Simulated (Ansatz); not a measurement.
Input for Ansatz (development build ahead of 0.2.0):

```yaml
crystal:
  periodic: [false, false, false]
  atoms:
    - { symbol: C, position_ang: [1.4, 0.0, 0.0] }
    - { symbol: C, position_ang: [0.7, 1.21244, 0.0] }
    - { symbol: C, position_ang: [-0.7, 1.21244, 0.0] }
    - { symbol: C, position_ang: [-1.4, 0.0, 0.0] }
    - { symbol: C, position_ang: [-0.7, -1.21244, 0.0] }
    - { symbol: C, position_ang: [0.7, -1.21244, 0.0] }
    - { symbol: O, position_ang: [2.65, 0.0, 0.0] }
    - { symbol: H, position_ang: [1.2425, 2.15207, 0.0] }
    - { symbol: O, position_ang: [-1.325, 2.29497, 0.0] }
    - { symbol: H, position_ang: [-2.485, 0.0, 0.0] }
    - { symbol: H, position_ang: [-1.2425, -2.15207, 0.0] }
    - { symbol: H, position_ang: [1.2425, -2.15207, 0.0] }
basis:
  gaussian: { orbitals: def2-TZVP }
magnetization:
  initial_magnetization: 2
hamiltonian:
  xc: hf
```

The input is written out in the form of the current development build from the run's settings.

Results

```json
{
 "Converged": "yes",
 "Total energy": "-379.31132 hartree",
 "Spin squared of the determinant": "2.000",
 "Stability test": "minimum among restricted orbitals"
}
```

Caution: another spin multiplicity may lie lower; an unrestricted determinant lies well below.
